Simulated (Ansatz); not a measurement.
Isolated molecules relaxed with PBE0-D4/def2-TZVP in Ansatz; ΔE leaves out vibrations. CCSD(T)/CBS is the MP2 limit (def2-TZVPP, def2-QZVPP) plus CCSD(T) − MP2 in def2-TZVPP, frozen cores. This one scheme is used for every species, atoms too. For atomizations the MP2-based limit and the directly extrapolated one differ by several kJ/mol either way, and by 10 to 25 for some Ge, Se and Sn compounds, so smaller differences from it don't rank the levels. Open shells (•) are unrestricted, without spin–orbit coupling. Spin–orbit coupling would lower the free atoms: a little for C. Bonds to Zn are less sure, by a few kJ/mol each and by 10 to 20 or more in all where they break to atoms, as the def2 sets lack core-valence functions. Scalar relativity is left out up to krypton. One conformer a species, not always the lowest.

`NC1[NH][Zn][NH]1` → C• + 5 H• + 3 N• + Zn (atom)  (atomization)

`NC1[NH][Zn][NH]1`:

```xyz
10

N     0.752    1.126   -0.238
C    -0.322    0.192    0.015
N    -0.351   -0.933   -0.955
Zn    0.092   -2.027    0.562
N    -0.236   -0.353    1.370
H     1.637    0.642   -0.113
H     0.715    1.414   -1.210
H    -1.270    0.746   -0.095
H    -1.281   -1.063   -1.339
H     0.264    0.256    2.005
```

| level | ΔE (kJ/mol) |
| --- | --- |
| HF/def2-TZVPP | 1861.1 |
| HF/def2-QZVPP | 1875.5 |

(1) What does CCSD(T)/CBS give? (Estimate.)

(2) What do rigid-rotor, harmonic-oscillator terms from PBE0-D4/def2-TZVP frequencies (298.15 K, 1 bar) make of the CCSD(T)/CBS value? (An estimate is asked.)

Largest T1 diagnostic among the species: 0.022, so the coupled-cluster value is less sure than usual.

Answers

(1) The calculation gave: +3166.5 kJ/mol. The listed levels differ from it by -1305.4, -1291.0 kJ/mol.

(2) The calculation gave: ΔZPE = -196.4 kJ/mol, ΔH = +3014.1 kJ/mol, ΔS = 1028 J/(mol·K), ΔG = +2707.6 kJ/mol. Open shells count their whole term as degenerate.

At CCSD(T), def2-SVP lies −275.9 kJ/mol from the extrapolated value and def2-TZVPP −122.7 kJ/mol: correlation converges slowly with the basis, and small sets miss more of it in the bonded molecule than in its fragments. From r2SCAN to r2SCAN0 (25 % exact exchange), in def2-TZVPP and without D4, ΔE moves by −94.9 kJ/mol: exact exchange takes away binding that semilocal exchange gives to molecules. In def2-TZVPP, CCSD(T) changes the Hartree–Fock value by +1182.7 kJ/mol (the triples alone add +84.2 kJ/mol) and MP2 by +1266.2 kJ/mol; breaking electron pairs costs correlation energy, which Hartree–Fock lacks.
